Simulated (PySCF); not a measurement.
Isomers of C6H16Si and their computed core-level spectra.

Level of theory: delta-SCF UKS SCAN, pcX-2 on the ionised atom, pcseg-1 elsewhere, spin-free X2C in PySCF 2.14.0. Geometries: PBE0-D3(BJ)/def2-SVP; isolated species, one conformer each.

Line lists (1s up to Mg, 2p3/2 beyond; areas count atoms within a level, one atom standing for each set equivalent by bonding):
1. C 1s: 289.68 (area 1), 289.90 (area 2), 290.31 (area 1), 290.33 (area 1), 290.39 (area 1) eV; Si 2p3/2: 105.86 eV
2. C 1s: 289.83 (area 1), 289.87 (area 2), 290.29 (area 3) eV; Si 2p3/2: 105.72 eV
3. C 1s: 289.81 (area 3), 290.47 (area 3) eV; Si 2p3/2: 105.64 eV
4. C 1s: 289.69 (area 2), 289.73 (area 2), 290.42 (area 2) eV; Si 2p3/2: 105.49 eV

Structures:
A. SiHMe2(nBu) (`CCCC[SiH](C)C`)
B. SiEt2Me2 (`CC[Si](CC)(C)C`)
C. SiHMe2(tBu) (`CC(C)(C)[SiH](C)C`)
D. SiHEt3 (`CC[SiH](CC)CC`)

**Question.** Match each list to its structure.

**Answer.** 
- 1 = A: no other candidate has these counts of sites. C 1s: 289.68 carbon bonded to C, Si and 2 H, 289.90 carbon bonded to Si and 3 H (×2), 290.31 carbon bonded to 2 C and 2 H, 290.33 carbon bonded to 2 C and 2 H, 290.39 carbon bonded to C and 3 H; Si 2p3/2: 105.86 silicon bonded to 3 C and H.
- 2 = C: no other candidate has these counts of sites. C 1s: 289.83 carbon bonded to 3 C and Si, 289.87 carbon bonded to Si and 3 H (×2), 290.29 carbon bonded to C and 3 H (×3); Si 2p3/2: 105.72 silicon bonded to 3 C and H.
- 3 = D: no other candidate has these counts of sites. C 1s: 289.81 carbon bonded to C, Si and 2 H (×3), 290.47 carbon bonded to C and 3 H (×3); Si 2p3/2: 105.64 silicon bonded to 3 C and H.
- 4 = B: no other candidate has these counts of sites. C 1s: 289.69 carbon bonded to C, Si and 2 H (×2), 289.73 carbon bonded to Si and 3 H (×2), 290.42 carbon bonded to C and 3 H (×2); Si 2p3/2: 105.49 silicon bonded to 4 C.

Spin–orbit coupling isn't in the SCF: each 2p doublet comes from a relaxed spin-free hole plus a matrix of the shell (mean-field spin–orbit coupling and the ground-state 2p splitting), with 2p3/2 averaged over its two sublevels.
